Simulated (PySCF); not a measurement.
A ladder of Hamiltonians for Ge²⁸⁺ (germanium, charge +28)

Occupied: 1s1/2, 2s1/2. Hartree-Fock calculated with PySCF 2.14 in an uncontracted even-tempered set (16 s from 3.1 bohr⁻², ratio 2.7; 11 p from 3.7 bohr⁻², ratio 2.7), Gaussian nucleus throughout. NR is non-relativistic, sf-X2C the spin-free one-electron X2C Hamiltonian, X2C adds the bare one-electron spin-orbit term, X2C-SNSO screens it by Boettger's factors, DC is four-component Dirac-Coulomb, and the Gaunt and Breit terms are added at first order (total energies over the DC spinors, levels after relaxing the spinors in that mean field). QED terms are absent. Levels marked empty are virtual spinors of this ion.

```csv
level (eV),NR,sf-X2C,X2C,X2C-SNSO
1s1/2,-13061.9,-13232.2,-13232.2,-13232.2
2s1/2,-3018.2,-3067.9,-3067.9,-3067.9
2p1/2 (empty),-2842.2,-2860.1,-2887.5,-2885.7
2p3/2 (empty),-2842.2,-2860.1,-2847.1,-2847.9
3s1/2 (empty),-1248.9,-1265.2,-1265.2,-1265.2
```

**Question.** Where do the four-component calculations put these levels?

**Answer.** 1s1/2: DC -13238.3, DC+Gaunt -13225.8, DC+Breit -13225.9; 2s1/2: DC -3068.6, DC+Gaunt -3067.2, DC+Breit -3067.3; 2p1/2 (empty): DC -2886.1, DC+Gaunt -2883.7, DC+Breit -2884.0; 2p3/2 (empty): DC -2848.0, DC+Gaunt -2846.5, DC+Breit -2846.9; 3s1/2 (empty): DC -1265.4, DC+Gaunt -1265.0, DC+Breit -1265.1 (eV).

```csv
Hamiltonian,E (hartree),E − E(DC) (hartree),CPU seconds
NR,-1230.5091,17.7335,0.22
sf-X2C,-1247.9893,0.2532,0.11
X2C,-1247.9893,0.2532,0.11
X2C-SNSO,-1247.9893,0.2532,0.11
DC,-1248.2426,0.0000,3
DC+Gaunt,-1247.7180,0.5246,6.9
DC+Breit,-1247.7279,0.5146,47
```

Weight of the small component: 1s1/2 0.0135, 2s1/2 0.00308, 2p1/2 0.00300, 2p3/2 0.00296, 3s1/2 0.00126.

Koopmans' value for the highest occupied level at DC+Breit: 3067.3 eV, against an ionisation energy of 3074 ± 3 eV (semi-empirical (NIST evaluation); NIST Atomic Spectra Database, ionization energies); the former lacks relaxation, correlation, QED and recoil.

The whole ladder took 59 s of wall time on 1 thread of Intel(R) Xeon(R) Platinum 8259CL CPU @ 2.50GHz (shared host), launched as `OMP_NUM_THREADS=1 python relrun2.py TASK.json OUT` (a driver that calls PySCF for each Hamiltonian).
